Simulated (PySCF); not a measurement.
A structure optimised at r2SCAN-D4/def2-SVP, used in a PySCF frequency run:

```
Si
H 1 1.4915
C 1 1.8713 2 112.10
H 3 1.1014 1 110.96 2 -180.00
H 3 1.1019 4 108.06 1 -121.88
H 3 1.1019 4 108.06 5 -116.24
C 1 1.9125 2 112.77 3 -137.12
H 7 1.0987 1 127.06 2 28.20
H 7 1.1063 8 109.42 1 -131.85
C 7 1.5325 8 115.18 9 -124.43
O 10 1.2068 7 127.79 8 13.26
C 10 1.5325 11 127.79 7 164.39
H 12 1.0987 10 115.18 11 -13.26
H 12 1.1063 13 109.42 10 -124.43
```
Charge 0, spin multiplicity 1.

Problem. Write its SMILES, formula and point group.

Solution. C[SiH]1CC(=O)C1, C4H8OSi, Cs

Problem. What are its rotational constants (standard atomic weights)?

Solution. 7.4853, 1.7986, 1.6202 GHz
